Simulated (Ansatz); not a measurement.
A series at Sn: from `[F][Sn]([Br])([Br])[Br]`, ligands are replaced one by one, each step taking up H–F and setting free HBr; n counts the steps. Ansatz, PBE0-D4/def2-TZVP geometries.

```
n                   molecule  HOMO energy, ωB97M-V/def2-TZVPP (eV)
0  `[F][Sn]([Br])([Br])[Br]`                                -11.33
1   `[F][Sn]([F])([Br])[Br]`                                -11.65
2    `[F][Sn]([F])([F])[Br]`                                     ?
3     `[F][Sn]([F])([F])[F]`                                -14.97
```

Task: By hand: fit a straight line y = ȳ + b (n − n̄) to the 3 given rows and predict n = 2.

Result: n̄ = 1.333, ȳ = -12.650; Σ(n − n̄)(y − ȳ) = -5.960, Σ(n − n̄)² = 4.667, so b = -1.277 eV a step. Prediction: -12.650 + (-1.277) × (0.667) = -13.50 eV.

Task: By hand: compare with the computed value, -12.20 eV, and give the steps along the whole series.

Result: The line misses by 1.30 eV (computed minus predicted). Steps: -0.32, -0.55, -2.77 eV.

One step carries most of the change, so a line is a poor guide. The highest orbital can change its character along such a series. The miss is 35.7 % of the series' range.
